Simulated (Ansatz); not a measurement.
Compare A (`BN/C=N/C=C`) with its isomer B (`BC1=NCN1C`).

Program: Ansatz. Geometries: PBE0-D4/def2-TZVP. ΔE: electronic, gas phase. CCSD(T)/CBS is the MP2 limit (def2-TZVPP, def2-QZVPP) plus CCSD(T) − MP2 in def2-TZVPP, frozen cores. Functionals use def2-TZVPP. B3LYP here is the variant with VWN-RPA as its local correlation; programs differ in this. Each species was taken in one conformer, which may not be the lowest.

A:

```xyz
13

B     1.4556    1.0820   -1.9158
N     1.5649    0.2249   -0.8044
C     0.5484   -0.3088   -0.0269
N    -0.6750   -0.2069   -0.3188
C    -1.6195   -0.6735    0.5820
C    -1.6765   -0.3653    1.8770
H     2.4757    1.4117   -2.4435
H     0.3850    1.4491   -2.2783
H     2.4833   -0.0524   -0.4949
H     0.8933   -0.8441    0.8659
H    -2.3978   -1.2828    0.1288
H    -0.9582    0.3080    2.3314
H    -2.4792   -0.7418    2.4976
```

B:

Z-matrix (Å, degrees):
```
C
N 1 1.467
C 1 1.915 2 46.6
N 1 1.466 2 89.5 3 4.7
H 1 1.094 2 115.2 3 121.7
H 1 1.094 2 113.6 3 -109.6
C 2 1.438 1 125.1 3 129.8
B 3 1.544 2 131.8 1 176.5
H 7 1.091 2 109.0 1 -170.1
H 7 1.092 2 109.8 1 72.1
H 7 1.099 2 113.3 1 -49.5
H 8 1.190 3 118.2 2 175.3
H 8 1.194 3 120.7 2 -5.5
```

(1) Which isomer does CCSD(T)/CBS put lower? Give the gap. (An estimate is asked.)

(2) Give E(B) − E(A) in kJ/mol with ωB97M-V, B3LYP, HF/def2-TZVPP, PBE0-D4, B2PLYP, PBE-D4, CCSD/def2-TZVPP. (An estimate is asked.)

Largest T1 diagnostic: 0.015.

Answers

(1) Ansatz gave: A, by 202.7 kJ/mol.

(2) The calculation gave: ωB97M-V 204.3, B3LYP 219.8, HF/def2-TZVPP 225.4, PBE0-D4 195.9, B2PLYP 212.7, PBE-D4 196.5, CCSD/def2-TZVPP 203.8. None reverses the order clearly.

In def2-TZVPP, CCSD(T) changes the Hartree–Fock value by −23.6 kJ/mol (the triples alone add −2.1 kJ/mol) and MP2 by −27.1 kJ/mol.
